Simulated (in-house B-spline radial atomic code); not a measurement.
**Ionising Co IV (Co3+) with different functionals**

Computed with a radial B-spline atomic code at the basis-set limit: four-component Dirac-Coulomb Hamiltonian, Fermi nucleus of rms radius 3.7875 fm, spin-restricted, spherical fractional occupations for the functionals, and exact exchange of hybrids averaged over the configuration. The ionisation energy is the difference of two self-consistent energies, [Ar] 3d6 → [Ar] 3d5, without Breit or QED terms; ε is the level of the shell that loses the electron (mean over j). The electron is taken from both j subshells in proportion to 2j + 1, so the result is a j average, not the step between ground levels.

```csv
method,rung,ΔSCF (eV),-ε(3d) (eV)
PBE0,global hybrid,?,?
B97-1,global hybrid,?,?
LC-wPBE,range-separated hybrid,55.31,50.61
wB97X,range-separated hybrid,54.87,50.36
```

**Question.** What does B97-1 give?

**Answer.** ΔSCF 55.09 eV, and -ε(3d) = 47.59 eV.

**Question.** What does PBE0 give?

**Answer.** ΔSCF 55.09 eV, and -ε(3d) = 48.10 eV.

**Question.** Among the functionals, which spreads more, the ΔSCF values or the orbital energies?

**Answer.** The orbital energies: ΔSCF values span about 0.44 eV and the orbital energies 3.03 eV; here energy differences depend much less on the functional than eigenvalues do.

**Question.** How do they compare with the NIST value?

**Answer.** NIST lists 51.3 eV ± 0.1 (semi-empirical, ground level to ground level). Errors run from +3.60 to +4.04 eV. The correlated functionals all miss on the same side by more than they spread, so the cause is common to them (Breit-QED terms, spin polarisation, the choice among j levels, multiplet and fine-structure energies, or a listed next ion that isn't the cheapest removal here) and closeness doesn't rank the functionals.
